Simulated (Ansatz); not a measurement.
`C[C](F)(Cl)[GeH3]` + `COBO` → `O[BH][GeH3]` + `COC(C)(F)Cl`  (formal exchange of groups at a Ge–C bond)

Isolated molecules relaxed with PBE0-D4/def2-TZVP in Ansatz; ΔE leaves out vibrations. CCSD(T)/CBS is the MP2 limit (def2-TZVPP, def2-QZVPP) plus CCSD(T) − MP2 in def2-TZVPP, frozen cores. DFT in def2-TZVPP. B3LYP here is the variant with VWN-RPA as its local correlation; programs differ in this. For Ge outer-core shells are correlated without core-valence functions, which leaves a few kJ/mol of doubt a bond. Scalar relativity is left out up to krypton. One conformer a species, not always the lowest.

```json
{"level": "B3LYP", "ΔE (kJ/mol)": "158.3"}
{"level": "HF/def2-QZVPP", "ΔE (kJ/mol)": "161.3"}
```

(1) What does CCSD(T)/CBS give? (Estimate.)

Largest T1 diagnostic among the species: 0.013.

Answers

(1) The calculation gave: +158.7 kJ/mol. The listed levels differ from it by -0.4, 2.6 kJ/mol.
